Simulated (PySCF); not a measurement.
# Stretching CsO⁻

Set-up: Cs def2-SVPD with ECP46, O def2-SVPD; scalar-relativistic core potentials (PySCF 2.14). Energies in eV from Cs + O⁻ in their ground configurations at the same level. State: ³Σ⁺ (triplet), unpaired electrons σ ↑↑.

```json
{"R (Å)": "2.192", "r²SCAN": "-1.333"}
{"R (Å)": "2.294", "r²SCAN": "-1.583"}
{"R (Å)": "2.396", "r²SCAN": "-1.719"}
{"R (Å)": "2.473", "r²SCAN": "-1.767"}
{"R (Å)": "2.549", "r²SCAN": "-1.782"}
{"R (Å)": "2.626", "r²SCAN": "-1.772"}
{"R (Å)": "2.727", "r²SCAN": "-1.732"}
{"R (Å)": "2.855", "r²SCAN": "-1.655"}
{"R (Å)": "3.008", "r²SCAN": "-1.542"}
{"R (Å)": "3.212", "r²SCAN": "-1.380"}
```

Problem. Put a parabola through the three lowest points of the r²SCAN curve and estimate Re, k and ωe (reduced mass 14.28 u; 1 eV/Å² = 0.16022 mdyn/Å; ωe = 1302.8·√(k/μ) cm⁻¹).

Solution. Through R = 2.473, 2.549, 2.626 Å the second-order coefficient is 2.14 eV/Å², so Re ≈ 2.557 Å, k ≈ 0.685 mdyn/Å and ωe ≈ 285 cm⁻¹. A polynomial fit of higher order to the unrounded r²SCAN energies gives Re = 2.553 Å, k = 0.655 mdyn/Å, ωe = 279 cm⁻¹; anharmonicity and rounding make the difference.

The higher-order fit for each curve: r²SCAN: Re = 2.553 Å, ωe = 279 cm⁻¹, De = 1.78 eV.

Spin–orbit coupling is left out, which matters for elements this heavy, above all for dissociation energies. For an ion De counts to the pair picked by the measured ionisation energies or electron affinities, which need not be the lowest pair at this level. Counting both spins, an empty level lies below a filled one in this solution, because spin and occupation are held. The highest Kohn–Sham level is positive in this anion. Much of that is self-interaction error, but it also means that the finite basis helps to hold the extra electron. The state is the lowest determinant that a PBE0 search found; another state may lie lower at other levels.
